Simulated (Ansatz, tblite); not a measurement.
Spin states of the cluster AlSi₃⁺ (the lowest singlet isomer of a short search), each relaxed with PBE0-D4/def2-TZVP in Ansatz. Electronic energies in the gas phase.

The xTB rows come from tblite. Correlated methods freeze 20 core orbitals. In CCSD on the charge 1 quintet the largest single amplitude is 0.24, so its Hartree–Fock determinant may place the open shell otherwise than the density functionals do. The structure comes from a short search, and lower isomers may exist.

Singlet geometry (C2v within 0.1 Å):

```xyz
4

Al    0.9734    0.6933   -1.4645
Si    0.2922    1.1450    0.8159
Si   -0.9098   -0.6480    1.3688
Si   -0.3559   -1.1903   -0.7203
```

Triplet geometry (C2v within 0.1 Å):

```xyz
4

Al    1.784   -0.495    1.075
Si    0.377    1.088   -0.236
Si   -1.692    0.469   -1.019
Si   -0.470   -1.063    0.180
```

Quintet geometry (Cs within 0.1 Å):

```xyz
4

Al    1.1126    1.0948   -0.8498
Si    0.7047   -1.2244    0.0109
Si   -1.5649   -0.5389   -0.3784
Si   -0.2524    0.6684    1.2172
```

⟨S²⟩: triplet 2.03 at PBE0-D4/def2-TZVP (pure 2.00), quintet 6.02 at PBE0-D4/def2-TZVP (pure 6.00).

Run but left out: HF/STO-3G (singlet: restricted singlet, unstable in another Hartree–Fock run and untested here); HF/def2-TZVP, HF/def2-TZVPP (singlet: restricted singlet, unstable towards broken spin symmetry); MP2/def2-TZVP, MP2/def2-TZVPP (quintet: ⟨S²⟩ 6.36, where a pure state has 6.00).

Only these spin states were relaxed. The triplet has other bonds than the singlet, so the gap mixes isomer and spin. The quintet has other bonds than the singlet, so the gap mixes isomer and spin.

Q: Estimate which spin state lies lowest at each of these levels, and by how much: GFN2-xTB; PBE-D4/def2-TZVP; BLYP-D4/def2-TZVP; r2SCAN-D4/def2-TZVP; r2SCANh-D4/def2-TZVP; PBE0-D4/def2-TZVP; r2SCAN0-D4/def2-TZVP; BHLYP-D4/def2-TZVP; B2PLYP/def2-TZVP; RPA@PBE/def2-TZVP; CCSD/def2-TZVPP; CCSD(T)/def2-TZVPP.

A: 
```csv
level,triplet − singlet (kJ/mol),quintet − singlet (kJ/mol),lowest of these,remarks
GFN2-xTB,42.3,189.6,singlet,–
PBE-D4/def2-TZVP,75.4,187.6,singlet,–
BLYP-D4/def2-TZVP,86.4,206.0,singlet,–
r2SCAN-D4/def2-TZVP,53.6,167.1,singlet,–
r2SCANh-D4/def2-TZVP,46.1,157.5,singlet,–
PBE0-D4/def2-TZVP,52.0,161.1,singlet,–
r2SCAN0-D4/def2-TZVP,34.8,142.9,singlet,–
BHLYP-D4/def2-TZVP,40.4,152.6,singlet,–
B2PLYP/def2-TZVP,87.0,210.2,singlet,–
RPA@PBE/def2-TZVP,78.9,187.7,singlet,–
CCSD/def2-TZVPP,58.2,161.9,singlet,"large T1 (0.030) (singlet), large T1 (0.075) (quintet), restricted SCF unstable (singlet), spin-contaminated (⟨S²⟩ 6.36) (quintet)"
CCSD(T)/def2-TZVPP,84.8,195.6,singlet,"large T1 (0.030) (singlet), large T1 (0.075) (quintet), restricted SCF unstable (singlet), spin-contaminated (⟨S²⟩ 6.36) (quintet)"
```

Change of the quintet − singlet gap on mixing in exact exchange, in kJ/mol: PBE to PBE0 (25 % exact exchange) -26.5; BLYP to BHLYP (50 % exact exchange) -53.4; r2SCAN to r2SCANh (10 % exact exchange) -9.6; r2SCAN to r2SCAN0 (25 % exact exchange) -24.2. The xTB methods have no spin-polarisation term.
